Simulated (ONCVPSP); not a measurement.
# u(r) = r·R(r): atom against pseudo-atom (Bi)

Columns: radius, all-electron u(r) and pseudo u(r) of the 5p shell (level -95.82 eV) of bismuth in the configuration [Kr] 4d10 4f14 5s2 5p6 5d10 6s2 6p3; PBEsol, scalar-relativistic, ONCV scheme, ONCVPSP 4.0.1.

```json
{"r (bohr)": "0.090", "all-electron": "0.2728", "pseudo": "0.0263"}
{"r (bohr)": "0.180", "all-electron": "0.1563", "pseudo": "0.1043"}
{"r (bohr)": "0.270", "all-electron": "-0.5650", "pseudo": "0.2309"}
{"r (bohr)": "0.360", "all-electron": "-0.6081", "pseudo": "0.3981"}
{"r (bohr)": "0.450", "all-electron": "-0.1623", "pseudo": "0.5903"}
{"r (bohr)": "0.540", "all-electron": "0.3818", "pseudo": "0.7853"}
{"r (bohr)": "0.630", "all-electron": "0.8176", "pseudo": "0.9579"}
{"r (bohr)": "0.720", "all-electron": "1.0876", "pseudo": "1.0856"}
{"r (bohr)": "0.810", "all-electron": "1.2064", "pseudo": "1.1538"}
{"r (bohr)": "0.900", "all-electron": "1.2132", "pseudo": "1.1599"}
{"r (bohr)": "0.990", "all-electron": "1.1473", "pseudo": "1.1110"}
{"r (bohr)": "1.080", "all-electron": "1.0410", "pseudo": "1.0219"}
{"r (bohr)": "1.170", "all-electron": "0.9174", "pseudo": "0.9094"}
{"r (bohr)": "1.260", "all-electron": "0.7913", "pseudo": "0.7888"}
{"r (bohr)": "1.350", "all-electron": "0.6716", "pseudo": "0.6710"}
{"r (bohr)": "1.440", "all-electron": "0.5629", "pseudo": "0.5628"}
{"r (bohr)": "1.530", "all-electron": "0.4673", "pseudo": "0.4672"}
{"r (bohr)": "1.620", "all-electron": "0.3850", "pseudo": "0.3849"}
{"r (bohr)": "1.710", "all-electron": "0.3151", "pseudo": "0.3150"}
{"r (bohr)": "1.800", "all-electron": "0.2567", "pseudo": "0.2566"}
{"r (bohr)": "1.890", "all-electron": "0.2082", "pseudo": "0.2081"}
{"r (bohr)": "1.980", "all-electron": "0.1683", "pseudo": "0.1682"}
{"r (bohr)": "2.070", "all-electron": "0.1356", "pseudo": "0.1356"}
{"r (bohr)": "2.160", "all-electron": "0.1090", "pseudo": "0.1090"}
{"r (bohr)": "2.250", "all-electron": "0.0875", "pseudo": "0.0875"}
{"r (bohr)": "2.340", "all-electron": "0.0701", "pseudo": "0.0700"}
```

Question: How many radial nodes do the two functions have?

Answer: The all-electron 5p function has n − l − 1 = 3 (the table is too coarse to show those close to the nucleus); the pseudo-wave has 0, since the states of the same l below it are removed with the core.

Question: At about which radius was the pseudo-wave matched?

Answer: 1.50 bohr, where the columns begin to agree (steps of 0.09 bohr).

Question: Is the pseudo-wave norm-conserving?

Answer: Yes: the ONCV scheme keeps the norm inside the radius equal to the all-electron one, which fixes the energy derivative of the logarithmic derivative at the level.
